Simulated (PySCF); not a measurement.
Species: Al2BrF2H3.
SMILES with atom numbers: `[Br:1][AlH-:2]1[F+:3][AlH2-:4][F+:5]1` (hydrogens: H6 on Al2; H7, H8 on Al4)

Method: PBE0-D3(BJ)/def2-SVP geometry optimisation, gas phase in PySCF; density fitting, grid level 1; the optimiser is geomeTRIC in internal coordinates, started from a GFN2-xTB structure with every atom displaced at random (about 0.01 Å).

Step 0: E = -88693.2924 eV
```
atom  x, y, z in Å  |  force x, y, z in eV/Å
Br1     3.1106    1.0444    0.2898   -0.270  -0.184   0.010
Al2     0.8982    0.9460   -0.1357    0.360  -0.180   0.114
F3     -0.2005    0.2174    1.1382    0.516   0.408   0.431
Al4    -1.0267   -1.0073    0.1102   -0.614  -0.354  -0.047
F5      0.2782   -0.5239   -1.0408    0.607   0.142  -0.293
H6      0.0782    2.0929   -0.6924   -0.253   0.773  -0.319
H7     -0.7284   -2.4000    0.6594    0.112  -0.735   0.264
H8     -2.3541   -0.3902   -0.3815   -0.460   0.130  -0.159
```

Step 1: E = -88693.4448 eV
```
atom  x, y, z in Å  |  force x, y, z in eV/Å
Br1     3.0688    0.9048    0.3270   -0.090  -0.014  -0.001
Al2     0.8777    1.0153   -0.1629   -0.007  -0.042   0.017
F3     -0.1707    0.2699    1.1385   -0.076  -0.066  -0.118
Al4    -1.0271   -1.0392    0.1203    0.165  -0.040   0.095
F5      0.3035   -0.4782   -1.0533   -0.112   0.022   0.049
H6      0.1024    2.2430   -0.7391    0.101   0.123  -0.029
H7     -0.6891   -2.4681    0.6877    0.013   0.009  -0.007
H8     -2.4101   -0.4684   -0.3711    0.007   0.008  -0.006
```

Problem. Estimate the geometry and energy of step 2. (The exact step hangs on the optimiser's Hessian estimate; all steps are aligned on step 1, rigid shifts and turns removed.)

Solution. E = -88693.4537 eV, largest force 0.160 eV/Å
```
atom  x, y, z in Å  |  force x, y, z in eV/Å
Br1     3.0541    0.8812    0.3344   -0.002  -0.011   0.013
Al2     0.8728    1.0211   -0.1662   -0.088  -0.016  -0.019
F3     -0.1794    0.2741    1.1306   -0.071  -0.015  -0.057
Al4    -1.0245   -1.0435    0.1233    0.133  -0.049   0.074
F5      0.2917   -0.4704   -1.0561   -0.085   0.029   0.000
H6      0.1223    2.2676   -0.7449    0.107   0.061  -0.003
H7     -0.6684   -2.4673    0.6910    0.008   0.001  -0.004
H8     -2.4129   -0.4836   -0.3649   -0.003   0.000  -0.003
```

The energy changes by -0.0089 eV. The first-order estimate −F·Δx gives -0.0102 eV and the mean of the old and new forces, exact on a quadratic surface, -0.0089 eV. The step makes an angle of 57° with the force vector and moves no atom by more than 0.032 Å.

What follows is the cost of the whole optimisation. On one thread, Arm Neoverse V2 (aarch64), no GPU, on a shared host, this took 56 s wall and 0.47 GiB of memory at its peak.
